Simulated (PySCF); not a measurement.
A structure optimised at B3LYP-D3(BJ)/def2-SVP, used in a PySCF frequency run:

```
C
C 1 1.3527
H 2 1.0912 1 121.49
H 2 1.0929 3 118.01 1 180.00
C 1 1.4364 2 120.49 3 0.00
C 5 1.2134 2 152.33 3 0.00
H 6 1.0735 2 160.81 3 0.00
C 1 1.4738 2 121.15 3 180.00
C 8 1.3397 1 125.41 2 180.00
H 9 1.0924 8 121.06 1 180.00
H 9 1.0933 10 117.66 8 180.00
H 8 1.0952 9 119.83 10 0.00
```

**Question.** Write its SMILES, formula and point group.

**Answer.** C#CC(=C)C=C, C₆H₆, Cs

**Question.** What are its rotational constants (standard atomic weights)?

**Answer.** 4.7098, 3.5137, 2.0124 GHz
